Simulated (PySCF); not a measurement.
## Nuclear quadrupole coupling in `C#C/C=C1/C(=C)C[C@H]1[SiH2]Cl`

Species: C8H9ClSi.
Geometry (GFN2-xTB, Å), atoms numbered from 1 in this order:
```xyz
19
C8H9ClSi angstrom
C      3.1878   -1.6850   -0.2738
C      1.9859   -1.6606   -0.2981
C      0.5823   -1.6613   -0.3496
C     -0.1530   -0.5440   -0.3465
C     -1.5806   -0.2734   -0.4299
C     -2.6703   -1.0265   -0.4684
C     -1.3387    1.2157   -0.4513
C      0.1772    0.9242   -0.2856
Si     0.9527    1.4873    1.3576
Cl     0.9541    3.5072    1.3941
H      4.2360   -1.7033   -0.2498
H      0.1055   -2.6316   -0.4119
H     -3.6542   -0.5927   -0.5305
H     -2.6159   -2.1017   -0.4387
H     -1.6051    1.6921   -1.3944
H     -1.8075    1.7704    0.3614
H      0.7842    1.2587   -1.1305
H      2.3261    1.0119    1.4700
H      0.1239    1.0219    2.4684
```

Field gradients from the PBE0/pcSseg-1 density (PySCF, non-relativistic), principal values in atomic units, ordered |Vxx| ≤ |Vyy| ≤ |Vzz|:

```json
{"atom": "Cl10", "Vxx": "-0.9952", "Vyy": "-1.0844", "Vzz": "2.0796"}
```

Q: Find the asymmetry η = (Vxx − Vyy)/Vzz and the couplings χ = eQV/h (234.96 MHz × Q in barn × V in au), with Q(35Cl) = −0.0817 b.

A: 
```
atom             environment  nucleus     η  χzz (MHz)  χxx (MHz)  χyy (MHz)
Cl10  silicon-bound chlorine     35Cl  0.04     -39.92      19.10      20.82
```

The gradient is axial or nearly so (η below 0.05) at Cl10. 

Q: What is Vzz at Cl10 in SI units (1 au = 9.71736 × 10²¹ V/m²)?

A: 2.0796 au = 20.208 × 10²¹ V/m².

Q: And the gradient at the other heavy atoms, for which no coupling is worked out here?

A: 
```csv
atom,environment,Vzz (au),η
C1,terminal alkyne carbon,-0.282,0.00
C2,alkyne carbon,-0.303,0.01
C3,alkene CH carbon,-0.181,0.86
C4,fully substituted alkene carbon,0.312,0.43
C5,fully substituted alkene carbon,0.291,0.59
C6,terminal =CH2 carbon,0.289,0.37
C7,allylic carbon,0.091,0.85
C8,sp3 carbon bound to silicon,-0.087,0.77
Si9,chlorine-bound silicon,0.731,0.30
```

Q: What couplings would deuterons (Q(2H) = 0.00286 b) have in place of the hydrogens, at this geometry?

A: 
| atom | bonded to | bond length (Å) | Vzz (au) | η | χzz (kHz) |
| --- | --- | --- | --- | --- | --- |
| H11 | C1 | 1.049 | 0.3978 | 0.01 | 267 |
| H12 | C3 | 1.083 | 0.3227 | 0.08 | 217 |
| H13 | C6 | 1.077 | 0.3366 | 0.05 | 226 |
| H14 | C6 | 1.077 | 0.3370 | 0.05 | 226 |
| H15 | C7 | 1.090 | 0.3100 | 0.01 | 208 |
| H16 | C7 | 1.090 | 0.3080 | 0.03 | 207 |
| H17 | C8 | 1.093 | 0.3074 | 0.01 | 207 |
| H18 | Si9 | 1.458 | 0.1632 | 0.02 | 110 |
| H19 | Si9 | 1.462 | 0.1606 | 0.01 | 108 |

The structure is a single GFN2-xTB conformer in the gas phase; no vibrational or solvent corrections. GFN2-xTB bond lengths can be off by several hundredths of an ångström, more for odd bonds, and the gradients follow them. A larger basis could move these couplings by a tenth or more.
